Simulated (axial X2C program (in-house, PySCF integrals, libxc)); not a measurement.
# Potential curves of CsSi, with spin–orbit coupling

All values were computed with an in-house all-electron X2C program for linear molecules (integrals from PySCF). Two-component (2c) means X2C with spin–orbit coupling and atomic mean-field two-electron Coulomb and Gaunt terms. Basis: Cs dyall-cv3z [15s15p9d4f1g], Si dyall-v3z [8s7p2d1f] (cores contracted in-house); Gaussian nuclei, density fitting, unrestricted open shells. Masses: Cs 132.905 u, Si 27.977 u.

State: Ω = 3/2 (⟨Sz⟩ = 1.50, ⟨Lz⟩ = 0.00 at HF). Energies in kJ/mol from the fragments at the same level (Cs + Si). Fits are polynomials in 1 − R0/R over 0.85 to 1.23 times the lowest point R0.

```tsv
R (Å)	CCSD
2.9748	-136.19
3.0729	-146.04
3.1709	-151.86
3.2690	-154.51
3.3834	-154.50
3.4978	-151.98
3.6449	-146.16
```

Correlated methods: 13 electrons correlated (number of frozen shells: Cs 4 s, 3 p, 2 d; Si 2 s, 1 p), 267 virtual spin orbitals or spinors in MP2, 129 natural virtuals in coupled cluster.

The state is a single determinant with fixed occupations, the lowest that a limited PBE0 search found. De is counted from the lowest determinant-based energies of the atoms at the same level, without counterpoise correction. CCSD ran in a truncated set of natural virtual spinors with an MP2 remainder; without triples it tends to underbind. The 2c atoms are single determinants rather than J levels; their spin–orbit lowering is only partly caught, and De is too large by that part. This holds for CCSD. Other states lie close and PBE0, whose exact exchange favours high spin, may order them wrongly; the determinant shown need not be the ground state. The nearest other 2c determinant of the search, Ω = 1/2, lies 0.45 eV up at the distance of the search. With several unpaired electrons one determinant need not be a pure state. This is the top spin component of a Σ state; components of lower Ω are not single determinants and can lie lower. Coupled cluster ran on the points near the minimum only. MP2 and coupled cluster on one determinant become unreliable at the stretched end.

(1) What are Re, ωe and De at the CCSD level?

Results:

(1) At CCSD, 2c: Re = 3.324 Å, ωe ≈ 165 cm⁻¹, De = 1.61 eV to Cs + Si; Be follows as 0.066 cm⁻¹.
